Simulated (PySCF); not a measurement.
Input of a response calculation (the driver script's job line, then coordinates in Å):

```
{"job": {"kind": "uv", "xc": "B3LYP", "basis": "def2-SVPD", "ip": true}, "charge": 0, "multiplicity": 1}
C     -1.599483     1.268673     0.005170
C     -1.754152     0.065488    -0.558931
Si    -0.499033    -1.301713    -0.406340
O      0.797683    -0.751228     0.481881
Si     2.152322     0.147125     0.652752
F      2.778508     0.446792    -0.811753
H     -0.712362     1.520175     0.596381
H     -2.350842     2.059379    -0.095762
H     -2.671621    -0.118504    -1.134123
H     -0.039244    -1.745745    -1.756134
H     -1.062779    -2.482593     0.309151
H      3.155797    -0.617181     1.432785
H      1.827066     1.458193     1.271672
```

Computed, not measured: TDDFT B3LYP/def2-SVPD, vertical, gas phase, core orbitals frozen in the response (PySCF). Job line and output are in the format of a driver script around the code.

Problem. What does the script print for it?

Solution. 
```
coarse grid: 11936 points
cycle   1  E = -834.0067431296  dE =  3.866e-01  |g| = 9.165e-01  |ddm| = 5.085e+00
cycle   2  E = -833.6767069501  dE =  3.300e-01  |g| = 1.603e+00  |ddm| = 2.532e+00
cycle   3  E = -834.1606204386  dE = -4.839e-01  |g| = 1.314e-01  |ddm| = 1.627e+00
cycle   4  E = -834.1637796050  dE = -3.159e-03  |g| = 7.022e-02  |ddm| = 2.795e-01
cycle   5  E = -834.1647283234  dE = -9.487e-04  |g| = 1.835e-02  |ddm| = 7.463e-02
cycle   6  E = -834.1647902724  dE = -6.195e-05  |g| = 4.225e-03  |ddm| = 2.492e-02
cycle   7  E = -834.1647948372  dE = -4.565e-06  |g| = 1.048e-03  |ddm| = 7.482e-03
final grid: 106688 points
cycle   8  E = -834.2819345378  dE = -1.847e-05  |g| = 3.934e-03  |ddm| = 8.532e-02
cycle   9  E = -834.2819307936  dE =  3.744e-06  |g| = 5.549e-03  |ddm| = 1.201e-02
cycle  10  E = -834.2819384271  dE = -7.633e-06  |g| = 7.859e-04  |ddm| = 6.728e-03
cycle  11  E = -834.2819385926  dE = -1.655e-07  |g| = 1.370e-04  |ddm| = 1.080e-03
cycle  12  E = -834.2819385970  dE = -4.393e-09  |g| = 6.075e-05  |ddm| = 2.574e-04
cycle  13  E = -834.2819385977  dE = -6.510e-10  |g| = 2.280e-05  |ddm| = 9.316e-05
converged SCF energy = -834.2819385977

Static polarisability (au): isotropic 78.232, principal 63.666 82.781 88.250

Singlet excitations
state   eV       nm        f      main configurations
  1   6.4468    192.3   0.00174   H-1->L 0.92
  2   6.8062    182.2   0.01749   H->L+1 0.92
  3   6.9340    178.8   0.26935   H->L 0.75, H-2->L 0.12
  4   7.3098    169.6   0.00314   H-1->L+1 0.92
  5   7.3466    168.8   0.01131   H->L+2 0.76, H->L+3 0.11
  6   7.5561    164.1   0.01872   H-3->L 0.47, H-2->L 0.18, H->L+3 0.13
  7   7.5689    163.8   0.00941   H-2->L 0.33, H-3->L 0.26, H->L+3 0.21
  8   7.6463    162.1   0.04012   H->L+3 0.45, H-2->L 0.24, H->L+2 0.16
  9   7.7118    160.8   0.01369   H-1->L+2 0.77, H-3->L 0.16
 10   7.8978    157.0   0.00451   H-2->L+1 0.87

Triplet excitations (Tamm-Dancoff, eV): 4.2712 5.9506 6.6702 7.0052
Vertical ionisation energy (delta-SCF) = 10.1117 eV
```

One conformer (not necessarily the lowest) at the PBE0-D3(BJ)/def2-SVP geometry, without solvent, vibrations or thermal averaging. Note that the optimisation stopped short of convergence; the values belong to its last geometry.

The SCF starts on a coarse grid; the energy jumps when the final grid takes over, and dE counts afresh there. H and L stand for HOMO and LUMO.

The vertical ionisation energy (ΔSCF) is 10.11 eV, 2.21 eV above S10.
